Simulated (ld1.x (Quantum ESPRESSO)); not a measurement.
platinum: one change to an RRKJ potential, before and after

platinum (Pt), norm-conserving RRKJ (Kleinman–Bylander form), made with ld1.x (Quantum ESPRESSO) 7.5 (LDA (PZ), scalar-relativistic). Core [Kr] 4d10 4f14 5s2, reference 5p6 5d9 6s1 6p0. Waves: 5p (bound): rc 1.60 bohr; 5d (bound): rc 1.75 bohr; 6s (bound): rc 2.00 bohr. Local part: the s channel. Core correction: none. rho0 = 0.001.

Change: wave 5p (bound): rc 1.60 bohr becomes 5p (bound): rc 1.42 bohr.

Cutoffs: the cutoffs (Ry, on a coarse ladder) from which the occupation-weighted sum of valence levels, in a spherical-Bessel basis at the reference potential, stays within 10 and 1 mRy of its value at 400 Ry; they do not see the model core or the augmentation charge, which bear on the density cutoff. Errors are all-electron minus pseudo energies relative to the spin-unpolarised reference configuration.

What does the change do?

The potential gets harder (50 Ry and 80 Ry → 70 Ry and 110 Ry); the errors of the 9 common tests hardly move; neither file shows a bound ghost. A smaller radius makes the pseudo-wave follow the all-electron one further in, where it bends more sharply, so more plane waves are needed.

| quantity | base | changed |
| --- | --- | --- |
| cutoff, loose | 50 Ry | 70 Ry |
| cutoff, tight | 80 Ry | 110 Ry |
| loose cutoff by channel (10 mRy a level) | p 35 Ry, d 35 Ry, s 12 Ry | p 60 Ry, d 35 Ry, s 12 Ry |
| bound ghosts | none | none |
| error for 5p6 5d9 6s0 6p0, meV [ΔE 9.54 eV] | -10 | -11 |
| error for 5p6 5d8 6s0 6p0, meV [ΔE 29.80 eV] | -38 | -38 |
| error for 5p6 5d7 6s0 6p0, meV [ΔE 62.32 eV] | -159 | -160 |
| error for 5p6 5d9 6s0 6p1, meV [ΔE 5.19 eV] | -470 | -474 |
| error for 5p6 5d10 6s0 6p0, meV [ΔE 0.05 eV] | -32 | -33 |
| error for 5p6 5d9 6s0.5 6p0, meV [ΔE 3.86 eV] | -2.8 | -2.9 |
| error for 5p6 5d9.5 6s0.5 6p0, meV [ΔE -0.09 eV] | -9.4 | -9.6 |
| error for 5p6 5d9 6s1 6p0 (spin-polarised), meV [ΔE -0.38 eV] | +28 | +27 |
| error for 5p6 5d9 6s0 6p0 (spin-polarised), meV [ΔE 9.42 eV] | +9.6 | +8.8 |
| s: phases at 2.20 bohr within 0.05 rad from the reference energy up to (Ry; the scan ends near 5) | 2.3 | 2.3 |
| p: phases at 2.20 bohr within 0.05 rad from the reference energy up to (Ry; the scan ends near 5) | -1.1 | -1.1 |
| d: phases at 2.20 bohr within 0.05 rad from the reference energy up to (Ry; the scan ends near 5) | 2.1 | 2.1 |
